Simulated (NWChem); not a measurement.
Species: AlPH4; SMILES [AlH2][PH2]

All runs: NWChem. Pople sets run with spherical d functions. The geometry was optimised at PBE0/def2-SVP. Level: PBE0/6-31+G*; rows give the wavelength of the field.

### Question
Order these by “isotropic polarisability (bohr³)”, lowest first: static; 589 nm; 1065 nm.

### Answer
static (52.9), 1065 nm (53.8), 589 nm (56.1)
